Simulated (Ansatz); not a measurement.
A structure relaxed at PBE-D4/def2-SVP in Ansatz, charge 0, singlet:

| atom | x (Å) | y (Å) | z (Å) |
| --- | --- | --- | --- |
| Cr1 | 0.306 | -1.462 | 1.791 |
| Pb2 | -2.960 | -1.895 | -1.535 |
| Pb3 | -2.340 | -2.015 | 1.799 |
| Pb4 | 0.315 | -0.353 | -2.869 |
| Pb5 | -0.728 | 0.514 | 0.217 |
| Pb6 | -0.238 | -2.940 | -0.423 |
| Pb7 | 2.551 | -1.556 | -0.757 |
| Pb8 | -2.631 | 0.993 | -2.388 |
| Pb9 | -0.265 | 3.007 | -1.588 |
| Pb10 | 1.031 | 3.098 | 1.493 |
| Pb11 | 2.709 | 1.755 | -1.028 |
| Pb12 | -0.275 | 0.631 | 3.450 |
| Pb13 | 2.525 | 0.224 | 1.838 |

**Question.** Give its formula.

**Answer.** the cluster CrPb12.

**Question.** Summarise the bond lengths by kind (pairs closer than 1.2 times the sum of covalent radii, bridged metal pairs left out).

**Answer.** 23 × Pb–Pb 3.03 to 3.41 Å; 6 × Cr–Pb 2.70 to 3.40 Å. The metal has 6 neighbours: Pb 2.70 Å, Pb 2.73 Å, Pb 2.72 Å, Pb 3.40 Å, Pb 2.73 Å, Pb 2.79 Å.

In the def2 sets Pb takes a core potential; there is no spin–orbit coupling. The restricted singlet is unstable: a solution with broken spin symmetry lies lower. Another isomer (singlet) lies 3.64 eV lower at PBE0-D4/def2-TZVP; other spin states weren't run for this one.
